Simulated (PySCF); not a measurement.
Electron correlation in C⁺ (carbon, charge +1)

[He] 2s2 3s1, 2S determinant (an excited configuration). Computed with PySCF 2.14 in aug-cc-pVQZ, with the non-relativistic Hamiltonian (point nucleus). Frozen: 1s2; 3 electrons correlated.

| level | correlation energy (mhartree) |
| --- | --- |
| CCSD | -73.34 |
| (T) | -4.60 |
| CCSD(T) | -77.94 |

Diagnostics: T1 = 0.0074, D1 = 0.0177, largest double amplitude 0.254.

Task: Is a single reference adequate?

Result: Not fully. The outer electron is Rydberg-like, and this basis confines it to a smaller radius and binds it less than a complete one would. A double-excitation amplitude exceeds 0.15, a sign of near-degeneracy.
